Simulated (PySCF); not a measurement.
# How methods differ on the excitation energy of P²⁺

P²⁺ [Ne] 3s2 3p1 (2P) → P²⁺ [Ne] 3s2 4s1 (2S), as a difference of total energies. All numbers are calculated (PySCF 2.14, no relativity, point nucleus, in dyall-av3z (19s12p3d2f, 84 functions)). Correlated levels: valence: [Ne] frozen; virtual orbitals above 40 to 60 times the deepest correlated orbital energy dropped. The calculations carry no spin-orbit coupling.

```tsv
method	excitation energy (eV)
UHF	14.488
LDA	14.422
PBE	14.479
PBE0	14.597
r2SCAN	14.921
TPSSh	14.782
B2PLYP	14.505
CAM-B3LYP	14.605
BP86	14.515
MP2 (valence)	14.455
SCS-MP2 (valence)	14.484
```

**Question.** How much does correlation contribute at MP2 (valence)?

**Answer.** 14.455 − (14.488) = -0.033 eV, measured against UHF.

A first-order spin-orbit estimate (lowest level to lowest level, LS coupling) adds 0.041 eV.

The promoted electron is Rydberg-like, and one or two diffuse shells describe it only roughly, which tends to raise the upper state.
